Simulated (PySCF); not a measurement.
SMILES F[SiH2]O[SiH2]O[SiH](F)F (H5F3O2Si3), B3LYP/def2-SVP optimised geometry.

```
13

Si     0.59     2.67     0.54
F     -0.51     3.79     0.12
O     -0.03     1.18     0.23
Si    -0.97    -0.13    -0.10
O     -0.01    -1.48     0.00
Si     0.59    -2.99     0.00
F      0.05    -3.78     1.29
F      0.04    -3.79    -1.29
H      1.79     2.89    -0.29
H      0.85     2.81     1.99
H     -1.50    -0.03    -1.48
H     -2.05    -0.23     0.91
H      2.05    -2.99     0.00
```

Density from PySCF with B3LYP/def2-TZVP at that geometry.

Minimum of the electron density along straight lines between bonded atoms, close to the bond critical point (lines longer than 1.1 times the sum of covalent radii, or with two minima, are not listed):

| bond | length / Å | ρ at the minimum / e bohr⁻³ | ∇²ρ there / e bohr⁻⁵ | position (fraction from the first atom) |
|---|---|---|---|---|
| Si1–F2 | 1.622 | 0.132 | 0.89 | 0.42 |
| Si1–O3 | 1.641 | 0.133 | 0.85 | 0.41 |
| O3–Si4 | 1.648 | 0.131 | 0.81 | 0.59 |
| Si4–O5 | 1.658 | 0.127 | 0.79 | 0.41 |
| O5–Si6 | 1.622 | 0.141 | 0.90 | 0.59 |
| Si6–F7 | 1.611 | 0.136 | 0.94 | 0.42 |
| Si6–F8 | 1.611 | 0.136 | 0.93 | 0.42 |
| Si1–H9 | 1.481 | 0.128 | 0.12 | 0.49 |
| Si1–H10 | 1.482 | 0.128 | 0.12 | 0.49 |
| Si4–H11 | 1.483 | 0.128 | 0.12 | 0.49 |
| Si4–H12 | 1.483 | 0.127 | 0.12 | 0.49 |
| Si6–H13 | 1.467 | 0.133 | 0.12 | 0.49 |
